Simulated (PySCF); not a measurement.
Compound: C₂H₈ClGeP.
Atom-mapped SMILES: `[PH2:1][GeH2:2][CH2:3][CH2:4][Cl:5]` (hydrogens: H6, H7 on P1; H8, H9 on Ge2; H10, H11 on C3; H12, H13 on C4)

Computed by this run: PBE0-D3(BJ)/def2-SVP geometry optimisation, gas phase in PySCF; density fitting, grid level 1; the optimiser is geomeTRIC in internal coordinates, started from a GFN2-xTB structure with every atom displaced at random (about 0.01 Å).

Step 0: E = -80501.4873 eV
```
atom  x, y, z in Å  |  force x, y, z in eV/Å
P1      1.9136    0.9604   -0.7414   -1.465   0.847  -0.743
Ge2     0.7576   -0.9111   -0.0759   -0.412   0.051   1.099
C3     -1.0073   -0.3776    0.7163    1.488   0.547   0.519
C4     -1.5578    0.7543   -0.0825   -2.026  -0.766  -0.089
Cl5    -1.5344    0.3039   -1.8086   -0.284   0.224  -0.483
H6      2.3915    1.2222    0.5264    0.423   0.220   1.069
H7      3.0332    0.2679   -1.1146    1.162  -0.768  -0.393
H8      1.5187   -1.7181    0.9704    0.268  -0.091   0.391
H9      0.5460   -1.8690   -1.1882   -0.129  -0.532  -0.920
H10    -1.6644   -1.2338    0.7415   -0.448  -0.575  -0.184
H11    -0.8713   -0.0539    1.7685    0.085  -0.081  -0.185
H12    -2.6270    0.9537    0.1810    0.517  -0.020  -0.212
H13    -1.0323    1.6770    0.0114    0.821   0.943   0.131
```

Step 1: E = -80501.7340 eV
```
atom  x, y, z in Å  |  force x, y, z in eV/Å
P1      1.9317    0.9650   -0.7066    0.394  -0.127   0.161
Ge2     0.7909   -0.9488   -0.0207   -0.155  -0.178  -0.253
C3     -0.9646   -0.3612    0.6724   -0.069  -0.202  -0.108
C4     -1.6324    0.7479   -0.1102    0.238   0.260  -0.124
Cl5    -1.7967    0.3656   -1.8653    0.026  -0.006   0.252
H6      2.4673    1.2255    0.6101   -0.086  -0.061  -0.272
H7      3.1063    0.2370   -1.1325   -0.276   0.174   0.125
H8      1.5363   -1.7390    1.0845   -0.060   0.075  -0.054
H9      0.5746   -1.8860   -1.2447    0.109   0.196   0.227
H10    -1.6229   -1.2495    0.7038    0.106   0.095   0.038
H11    -0.8213   -0.0204    1.7095   -0.031   0.006   0.070
H12    -2.6467    0.9472    0.2570   -0.083   0.010  -0.001
H13    -1.0567    1.6926   -0.0529   -0.110  -0.242  -0.063
```

Task: Estimate the geometry and energy of step 2. (The exact step hangs on the optimiser's Hessian estimate; all steps are aligned on step 1, rigid shifts and turns removed.)

Result: E = -80501.7514 eV, largest force 0.094 eV/Å
```
atom  x, y, z in Å  |  force x, y, z in eV/Å
P1      1.9373    0.9684   -0.6999    0.082  -0.019   0.041
Ge2     0.7802   -0.9428   -0.0347   -0.055  -0.010  -0.059
C3     -0.9665   -0.3631    0.6740   -0.001  -0.025   0.039
C4     -1.6274    0.7481   -0.1085   -0.012   0.049  -0.055
Cl5    -1.8033    0.3325   -1.8453   -0.015  -0.007   0.009
H6      2.4661    1.2129    0.6086   -0.016  -0.002  -0.037
H7      3.0984    0.2413   -1.1142   -0.051   0.021   0.011
H8      1.5186   -1.7302    1.0676    0.013   0.004   0.023
H9      0.5863   -1.8628   -1.2524    0.037   0.023   0.003
H10    -1.6222   -1.2481    0.7128    0.010   0.007   0.007
H11    -0.8182   -0.0229    1.7128   -0.008  -0.014   0.009
H12    -2.6415    0.9635    0.2577    0.013   0.010   0.016
H13    -1.0418    1.6793   -0.0742    0.001  -0.038  -0.008
```

The energy changes by -0.0174 eV. The first-order estimate −F·Δx gives -0.0299 eV and the mean of the old and new forces, exact on a quadratic surface, -0.0173 eV. The step makes an angle of 66° with the force vector and moves no atom by more than 0.039 Å.

The cost below is that of the whole optimisation. Hardware: one thread of an Arm Neoverse V2, on a shared host. Cost: 70 s, 0.56 GiB resident at most.
